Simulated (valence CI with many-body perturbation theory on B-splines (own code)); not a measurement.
Results of a calculation; reference values are marked as such.
# Sensitivity of CI+MBPT for Ho⁴⁴⁺

Level of theory: relativistic CI+MBPT: five valence electrons over a frozen Dirac-Fock core [Ar], a basis of 6 s, 6 p, 5 d, 5 f, 1 g functions for each j, with the one-electron correlation potential Σ1 (screened to all orders), the two-electron term Σ2, the three-electron term Σ3, Breit, model QED; selected single and double excitations, second order for the rest, scaled by the run's own slope (own B-spline code, finite nucleus).

No measured spectrum was set against this ion. As an estimate, large intervals hold to a few tenths of a per cent, small ones and those within an open d or f shell to about a per cent. Among the levels kept, up to 410 cm⁻¹ of a level comes from second order outside the variational space, and about a tenth of that is noise between levels of different J, which matters for small intervals. Only levels of the ground parity were solved; by the run's estimate the other parity begins above the list, which can be wrong where configurations are misplaced.

The reference run has the lowest level (3d3/2^4 3d5/2) J=5/2 and an ionisation energy of 3591.75 eV. Its largest variational space holds 10000 state functions.

Levels are named by their leading jj configuration (3d3/2^4 stands for four electrons in 3d with j = 3/2), which in mixed levels can hold well under half, so a name can repeat and another be missing. Letters in brackets count levels of one name in rising energy.

Changed runs:
A. shift of the energy in Σ1 (hartree) 0 → -40.017
B. size limit of the variational space 10000 → 1500
C. highest l in the core sums 6 → 5; orbitals per symmetry with explicit Σ2 and valence Breit (the others get mean screening factors) 5 → 3
D. cutoff of virtual states (hartree) 8978 → 133.39 (bad on purpose)

Excitation energies of the reference run in cm⁻¹, and shifts in cm⁻¹:

| Level | Reference | A | B | C | D |
| --- | --- | --- | --- | --- | --- |
| (3d3/2^3 3d5/2^2) J=5/2 [a] | 267183 | +136890 | -165 | -39 | -369 |
| (3d3/2^3 3d5/2^2) J=7/2 [a] | 353485 | +134526 | +90 | +59 | -53 |
| (3d3/2^3 3d5/2^2) J=3/2 [a] | 364280 | +135282 | -24 | +61 | -219 |
| (3d3/2^3 3d5/2^2) J=11/2 | 364594 | +135181 | +216 | +142 | +106 |
| (3d3/2^3 3d5/2^2) J=9/2 | 399928 | +137449 | -11 | +106 | +143 |
| (3d3/2^3 3d5/2^2) J=5/2 [b] | 422084 | +140420 | +3.0 | +53 | +40 |
| (3d3/2^3 3d5/2^2) J=1/2 | 440104 | +146348 | +122 | +58 | -143 |
| (3d3/2^3 3d5/2^2) J=7/2 [b] | 458026 | +136431 | +150 | +146 | +229 |
| (3d3/2^3 3d5/2^2) J=3/2 [b] | 561950 | +150554 | +101 | +265 | -30 |
| (3d3/2^2 3d5/2^3) J=5/2 [a] | 616012 | +267641 | -82 | +66 | -658 |
| (3d3/2^2 3d5/2^3) J=7/2 [a] | 672952 | +273080 | +17 | +58 | -398 |
| (3d3/2^2 3d5/2^3) J=11/2 | 678538 | +273019 | +97 | +174 | -223 |
| Ionisation energy (eV) | 3591.75 | +0.08 | -0.06 | +0.13 | -0.78 |
